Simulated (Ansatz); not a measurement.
**Question.** Name a neutral molecule of C, F, N, Se, Zr and H with HOMO energy (PBE/def2-TZVPP) between -5.65 and -5.35 eV and size of the dipole moment (PBE/def2-TZVPP) between 3.75 and 4.05 D (Ansatz, PBE0-D4/def2-TZVP geometry).

**Answer.** `C[Se][Zr]([F])([F])[N](C)C` (-5.40 eV, 4.01 D). Other molecules can fit too; these were computed, each in one conformer that needn't be the lowest.
